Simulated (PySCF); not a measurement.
One of the candidates below gave these computed data.

All candidates are C5H10SSi.

- Valence photoelectron: vertical ionisation energy: 8.26 eV [ΔSCF PBE0/def2-SVPD]
- 13C NMR: chemical shifts (computed TMS as zero) by class: 275.8 (1 C), 53.8 (1 C), 40.3 (1 C), 18.5 (2 C) ppm [GIAO PBE0/pcSseg-1]
- Triplet: lowest triplet excitation (Tamm–Dancoff): 2.13 eV [TDA PBE0/def2-SVPD]
- Rotational structure: rotational constants A, B, C: 3.421, 1.092, 0.918 GHz [PBE0-D3(BJ)/def2-SVP]
- UV, first state: lowest singlet excitation: 2.60 eV (476 nm, f = 0.000) [TDDFT PBE0/def2-SVPD]
- Dipole: 2.64 D [PBE0/def2-SVPD]
- Polarisability: 108.0 au [PBE0/def2-SVPD]
- NMR, other nuclei: isotropic shieldings of nuclei other than C and H, by class: 392 (1 Si), -399 (1 S) ppm [GIAO PBE0/pcSseg-1]

Gas-phase values; electronic properties from PySCF, density fitting. Levels stand in brackets. Geometry: PBE0-D3(BJ)/def2-SVP, one conformer, isolated molecule. NMR classes are plain means over equivalent atoms (diastereotopic ones count apart unless rotation or inversion swaps them), as if these changed places fast.

Question: Which candidate is it?
A. `CC(=S)C1C[SiH2]C1`
B. `C[C@@H]1C=C(S[SiH3])C1`
C. `C/C=C/C=C\S[SiH3]`

Answer: A. It is `CC(=S)C1C[SiH2]C1`. Numbering: `[CH3:1][C:2](=[S:3])[CH:4]1[CH2:5][SiH2:6][CH2:7]1`. Its formula, C5H10SSi, gives 2 degrees of unsaturation: 1 ring and 1 π bond in the structure found. 5 carbons fall into 4 classes; from least to most shielded: thiocarbonyl carbon [C2] (275.8 ppm), four-membered-ring carbon [C4] (53.8 ppm), methyl carbon [C1] (40.3 ppm), ring sp3 carbon bound to silicon [C5/C7] (18.5 ppm, 2 C, up to 10.1 ppm apart in this geometry). The other shieldings belong to: 392 ppm, SiH2 silicon [Si6]; -399 ppm, thiocarbonyl sulfur [S3]. S1 is mainly HOMO→LUMO (weight 0.99); the largest Löwdin shares of the orbital it empties are 0.73 on the thiocarbonyl sulfur, 0.11 on the thiocarbonyl carbon and 0.04 on the methyl carbon, of the orbital it fills 0.40 on the thiocarbonyl sulfur, 0.38 on the thiocarbonyl carbon and 0.05 on the methyl carbon. The optimised geometry has point group C1 and is an asymmetric top.

The others, at the same levels:
- `C[C@@H]1C=C(S[SiH3])C1` fails: it has 5 carbon classes against 4; its computed 13C shifts are 146.4 (1 C), 140.7 (1 C), 44.6 (1 C), 38.1 (1 C), 21.3 (1 C) ppm, rotational constant A is 4.138 GHz (against 3.421 GHz) and smallest rotational constant is 0.800 GHz (against 0.918 GHz).
- `C/C=C/C=C\S[SiH3]` fails: it has 5 carbon classes against 4; its computed 13C shifts are 139.4 (1 C), 136.8 (1 C), 133.4 (1 C), 126.3 (1 C), 21.9 (1 C) ppm, rotational constant A is 7.269 GHz (against 3.421 GHz) and smallest rotational constant is 0.541 GHz (against 0.918 GHz).

Each candidate is one conformer, not necessarily the lowest. Dipoles, sizes and rotational constants follow the conformer. The torsions of the flexible species, by atom-mapped SMILES:
- `[CH3:1][C:2](=[S:3])[CH:4]1[CH2:5][SiH2:6][CH2:7]1`: C1–C2–C4–C5 -169°
- `[CH3:1][C@@H:2]1[CH:3]=[C:4]([S:5][SiH3:6])[CH2:7]1`: C3–C4–S5–Si6 -3°
- `[CH3:1]/[CH:2]=[CH:3]/[CH:4]=[CH:5]\[S:6][SiH3:7]`: C2–C3–C4–C5 180°, C4–C5–S6–Si7 180°
